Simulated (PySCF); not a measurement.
Method: PBE0/[Ta def2-TZVP with ECP60, S def2-TZVP, H def2-TZVP], scalar-relativistic core potentials, density fitting, no spin–orbit coupling, PySCF.

```xyz
5
charge 0 multiplicity 1, angstrom
Ta    0.0000    0.2518    0.1782
S     0.0000   -1.4804   -1.0476
H     1.4946    0.0880    1.1194
H    -1.4946    0.0880    1.1194
H     0.0000    1.5833   -0.9938
```

H₃TaS (singlet), along the line from Ta1 (at 0) through S2 (at 2.122 Å). Core electrons replaced by a potential are absent, the electrostatic potential uses the reduced nuclear charge, and values within about 0.7 Å of such atoms have no physical meaning.

Question: Tabulate the fields along this line at -0.74, 0.74, 0.85, 0.95, 1.06, 1.17, 1.27, 1.38, 1.49, 1.59, 1.70, 1.80, 1.91, 2.02, 2.23, 2.33, 2.44, 2.55, 2.65, 2.76, 2.86, 2.97, 3.08, 3.18, 3.29, 3.40 Å.

Answer: 
```json
{"distance (Å)": "-0.74", "electron density (e/Å³)": "2.36", "electron localisation function": "0.86", "electrostatic potential (V)": "47.7"}
{"distance (Å)": "0.74", "electron density (e/Å³)": "2.13", "electron localisation function": "0.571", "electrostatic potential (V)": "48.3"}
{"distance (Å)": "0.85", "electron density (e/Å³)": "1.44", "electron localisation function": "0.407", "electrostatic potential (V)": "32.9"}
{"distance (Å)": "0.95", "electron density (e/Å³)": "1.13", "electron localisation function": "0.379", "electrostatic potential (V)": "23.8"}
{"distance (Å)": "1.06", "electron density (e/Å³)": "1.05", "electron localisation function": "0.498", "electrostatic potential (V)": "19"}
{"distance (Å)": "1.17", "electron density (e/Å³)": "1.11", "electron localisation function": "0.665", "electrostatic potential (V)": "17.9"}
{"distance (Å)": "1.27", "electron density (e/Å³)": "1.24", "electron localisation function": "0.758", "electrostatic potential (V)": "20.7"}
{"distance (Å)": "1.38", "electron density (e/Å³)": "1.39", "electron localisation function": "0.731", "electrostatic potential (V)": "28.1"}
{"distance (Å)": "1.49", "electron density (e/Å³)": "1.53", "electron localisation function": "0.473", "electrostatic potential (V)": "42.1"}
{"distance (Å)": "1.59", "electron density (e/Å³)": "1.79", "electron localisation function": "0.129", "electrostatic potential (V)": "65.8"}
{"distance (Å)": "1.70", "electron density (e/Å³)": "3.39", "electron localisation function": "0.125", "electrostatic potential (V)": "106"}
{"distance (Å)": "1.80", "electron density (e/Å³)": "13.1", "electron localisation function": "0.683", "electrostatic potential (V)": "184"}
{"distance (Å)": "1.91", "electron density (e/Å³)": "56.1", "electron localisation function": "0.861", "electrostatic potential (V)": "384"}
{"distance (Å)": "2.02", "electron density (e/Å³)": "172", "electron localisation function": "0.303", "electrostatic potential (V)": "1210"}
{"distance (Å)": "2.23", "electron density (e/Å³)": "173", "electron localisation function": "0.307", "electrostatic potential (V)": "1210"}
{"distance (Å)": "2.33", "electron density (e/Å³)": "56.5", "electron localisation function": "0.863", "electrostatic potential (V)": "384"}
{"distance (Å)": "2.44", "electron density (e/Å³)": "13.1", "electron localisation function": "0.689", "electrostatic potential (V)": "184"}
{"distance (Å)": "2.55", "electron density (e/Å³)": "3.28", "electron localisation function": "0.128", "electrostatic potential (V)": "106"}
{"distance (Å)": "2.65", "electron density (e/Å³)": "1.62", "electron localisation function": "0.126", "electrostatic potential (V)": "65.8"}
{"distance (Å)": "2.76", "electron density (e/Å³)": "1.26", "electron localisation function": "0.512", "electrostatic potential (V)": "41.4"}
{"distance (Å)": "2.86", "electron density (e/Å³)": "1.02", "electron localisation function": "0.834", "electrostatic potential (V)": "26.2"}
{"distance (Å)": "2.97", "electron density (e/Å³)": "0.776", "electron localisation function": "0.907", "electrostatic potential (V)": "16.5"}
{"distance (Å)": "3.08", "electron density (e/Å³)": "0.562", "electron localisation function": "0.916", "electrostatic potential (V)": "10.3"}
{"distance (Å)": "3.18", "electron density (e/Å³)": "0.393", "electron localisation function": "0.907", "electrostatic potential (V)": "6.41"}
{"distance (Å)": "3.29", "electron density (e/Å³)": "0.27", "electron localisation function": "0.889", "electrostatic potential (V)": "3.91"}
{"distance (Å)": "3.40", "electron density (e/Å³)": "0.183", "electron localisation function": "0.865", "electrostatic potential (V)": "2.32"}
```

On a grid of 0.11 Å the density has a local minimum along the bond near 1.06 Å from Ta, at 1.05 e/Å³, where the ELF is 0.50.

No spin–orbit coupling is included, which matters more the heavier the element.
